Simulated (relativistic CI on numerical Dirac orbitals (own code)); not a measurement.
A reference radial Dirac CI calculation of Sr gave the lowest total energy -3175.19584 Ha in 12 SCF steps, from this input:

```
atom Sr  Z=38  charge=0  electrons=38
nucleus A=88  rms_radius_fm=4.2240
hamiltonian dirac-coulomb  breit=on  qed=on  c_scale=1
orbitals kli  potential=per-configuration
slater_scale 1
correlation none
mixing on
grid step=0.0125 r_max=201.2
scf mixing=0.4 start=green max_iterations=150 tolerance=2e-08 node_fill=0.05
configurations
  [Kr] 5s2
end
```

One setting was then changed, and the output read:

```
SCF 1: [Kr] 5s2
 iter      energy (Ha)   residual   last orbital (Ha)
    1     -3175.271797   9.39e-01     -0.17941
    2     -3177.799421   2.99e-01     -0.16928
    3     -3178.049682   9.34e-02     -0.17498
    4     -3178.064319   1.93e-02     -0.18139
    5     -3178.064031   4.92e-03     -0.17996
    6     -3178.064419   1.39e-03     -0.18002
    7     -3178.064385   2.29e-05     -0.18004
    8     -3178.064385   2.74e-05     -0.18004
    9     -3178.064387   1.53e-06     -0.18004
   10     -3178.064387   2.73e-07     -0.18004
   11     -3178.064387   2.03e-08     -0.18004
   12     -3178.064387   4.51e-10     -0.18004
orbital energies (Ha): 3p1/2 -9.7907  3p3/2 -9.4063  3d3/2 -4.8451  3d5/2 -4.7782  4s -1.5275  4p1/2 -0.8960  4p3/2 -0.8547  5s -0.1800
configuration averages (Ha): Dirac-Coulomb, Breit, QED
  5s2                          -3178.064387    1.717769    0.000000
levels: no., configuration, term, J, E (cm-1), weight
   1 5s2                    1S   0                0.0  1.00
lowest total energy -3176.346617 Ha
end: converged
```

**Question.** Which setting was changed?
A. QED terms
B. SCF tolerance
C. configuration list
D. SCF mixing

**Answer.** A. The QED terms off.
